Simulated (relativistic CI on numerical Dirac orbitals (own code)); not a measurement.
# Electric-dipole lines of Hg LIII

These numbers are calculated, not measured: Dirac-Coulomb-Breit CI, orbitals from a KLI potential per configuration, model QED, unscaled Slater integrals (own radial code, finite nucleus).

Configuration list (outside the closed core [Ne]): 3s²3p⁶3d¹⁰, 3s²3p⁶3d⁹4s, 3s²3p⁶3d⁹4p, 3s²3p⁶3d⁹4d, 3s²3p⁵3d¹⁰4s, 3s²3p⁶3d⁹4f, 3s²3p⁵3d¹⁰4p, 3s²3p⁶3d⁸4s², 3s²3p⁵3d¹⁰4d, 3s²3p⁶3d⁸4s4p, 3s3p⁶3d¹⁰4s, 3s²3p⁶3d⁹5s, 3s²3p⁵3d¹⁰4f, 3s²3p⁶3d⁸4p², 3s²3p⁶3d⁸4s4d, 3s²3p⁶3d⁹5p. Levels of other configurations are missing.

```csv
λ vac (Å),Lower,Upper,A (s⁻¹),gf,Branching (%)
4.2489,3s²3p⁶3d¹⁰ ¹S0 [1],3s²3p⁵3d¹⁰4d ¹P°1 [72],1.32e+14,1.07e+00,97.5
4.6086,3s²3p⁶3d¹⁰ ¹S0 [1],3s²3p⁶3d⁹4f ¹P°1 [59],6.11e+14,5.84e+00,99.9
4.7760,3s²3p⁶3d¹⁰ ¹S0 [1],3s²3p⁶3d⁹4f ³D°1 [51],2.42e+14,2.48e+00,99.9
12.662,3s²3p⁶3d⁹4p ³F°4 [10],3s²3p⁶3d⁹5s ³D3 [85],7.46e+12,1.26e+00,46.9
23.499,3s²3p⁶3d⁹4s ³D3 [2],3s²3p⁵3d¹⁰4s ³P°2 [28],2.39e+12,9.88e-01,87.0
37.991,3s²3p⁶3d⁹4p ³F°3 [7],3s²3p⁶3d⁹4d ³F3 [21],7.92e+11,1.20e+00,54.9
38.164,3s²3p⁶3d⁹4p ³P°2 [6],3s²3p⁶3d⁹4d ³D2 [20],1.08e+12,1.18e+00,78.1
38.435,3s²3p⁶3d⁹4p ³F°2 [8],3s²3p⁶3d⁹4d ³G3 [30],1.36e+12,2.10e+00,97.1
38.506,3s²3p⁶3d⁹4p ³F°3 [7],3s²3p⁶3d⁹4d ³G4 [19],1.35e+12,2.70e+00,97.3
45.470,3s²3p⁶3d⁹4s ³D3 [2],3s²3p⁶3d⁹4p ³D°3 [13],4.97e+11,1.08e+00,57.2
45.828,3s²3p⁶3d⁹4s ¹D2 [3],3s²3p⁶3d⁹4p ³D°3 [13],3.71e+11,8.19e-01,42.8
46.231,3s²3p⁶3d⁹4s ¹D2 [3],3s²3p⁶3d⁹4p ¹P°1 [12],7.96e+11,7.65e-01,4.1
46.408,3s²3p⁶3d⁹4s ³D2 [5],3s²3p⁶3d⁹4p ³F°3 [16],8.28e+11,1.87e+00,99.9
46.457,3s²3p⁶3d⁹4s ¹D2 [3],3s²3p⁶3d⁹4p ¹D°2 [11],6.57e+11,1.06e+00,81.0
46.461,3s²3p⁶3d⁹4s ³D3 [2],3s²3p⁶3d⁹4p ³F°4 [10],8.22e+11,2.39e+00,100.0
59.654,3s²3p⁶3d⁹4d ³G4 [19],3s²3p⁶3d⁹4f ³H°5 [42],3.26e+11,1.92e+00,96.1
61.899,3s²3p⁶3d⁹4p ³D°3 [13],3s²3p⁶3d⁹4d ³F4 [26],3.05e+11,1.58e+00,71.7
62.119,3s²3p⁶3d⁹4p ³F°3 [16],3s²3p⁶3d⁹4d ³G4 [34],4.08e+11,2.12e+00,99.8
62.175,3s²3p⁶3d⁹4p ³F°4 [10],3s²3p⁶3d⁹4d ³G5 [23],4.04e+11,2.57e+00,99.9
67.511,3s²3p⁶3d⁹4d ³G5 [23],3s²3p⁶3d⁹4f ³H°6 [46],2.42e+11,2.15e+00,100.0
```

Terms are leading LS components. Brackets give the number of a level in order of energy, since labels repeat. The list gives strong lines, with weight on those to low levels, without lines whose two gauges differ by over a factor of 2.5, among the lowest 200 of 455 levels, so that lines to higher ones, which can be the strongest, are missing. Levels whose partners in the same complex of configurations lie outside the list can be far off, and so can their lines. Rates are taken at the computed energies, electric ones in the length gauge.

At this charge energies of transitions that change n are usually good to better than 1 %, and those within a shell (Δn = 0) to a few per cent.

**Question.** From the table, what is the radiative lifetime of 3s²3p⁶3d⁹4p ³D°3?

**Answer.** The listed rates from this level add up to about 8.68e+11 s⁻¹, 100 % of its decay; with all channels τ = 1.15e-12 s.

LS names give the leading component of a level, which can be under half, so a name can repeat, a term be missing and a line seem to break the LS rules.
